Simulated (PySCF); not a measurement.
Si(OSiH3)2(H)(F) (FH7O2Si3), SMILES [SiH3]O[SiH](O[SiH3])F. Atoms are numbered in the order given.

```xyz
13

Si     0.2568     1.1774    -0.0338
F      0.0560     1.5327     1.5297
O      1.4915     0.1150    -0.1580
Si     1.9361    -1.4876    -0.0959
O     -1.1365     0.5245    -0.5834
Si    -2.3386    -0.5938    -0.3077
H      0.5704     2.4104    -0.7693
H      0.8500    -2.3335    -0.6771
H      2.1731    -1.8955     1.3183
H      3.1841    -1.6564    -0.8891
H     -3.5673     0.1040     0.1647
H     -1.8944    -1.5779     0.7245
H     -2.6208    -1.3051    -1.5854
```
Charge 0, spin multiplicity 1.

Coordinates come from a PBE0-D3(BJ)/def2-SVP optimisation. The values are those of a single conformer.

Two levels are set side by side: PBE/pcSseg-1 (PySCF) and KT2/pcSseg-1 (PySCF). GIAO shifts against CFCl3 (¹⁹F), H2O (¹⁷O), TMS (²⁹Si), TMS (¹H) at the same level; non-relativistic, no solvent, atoms listed together averaged. Differences are taken from unrounded values.

```csv
quantity,PBE
δ(²⁹Si) of Si1 (ppm),-70.3
δ(¹⁹F) of F2 (ppm),-158.9
δ(¹H) of H7 (ppm),4.79
```

These are the PBE values. What does KT2 give? (An estimate is asked for; the answer gives what the named calculation found.)


```json
[
 {"quantity": "δ(²⁹Si) of Si1 (ppm)", "KT2": "-65.8", "PBE minus KT2": "-4.5"},
 {"quantity": "δ(¹⁹F) of F2 (ppm)", "KT2": "-164.4", "PBE minus KT2": "5.6"},
 {"quantity": "δ(¹H) of H7 (ppm)", "KT2": "4.77", "PBE minus KT2": "0.02"}
]
```

Rough cost on one machine, each run with all the roots and properties that it gave: KT2 against PBE within a factor of 2.
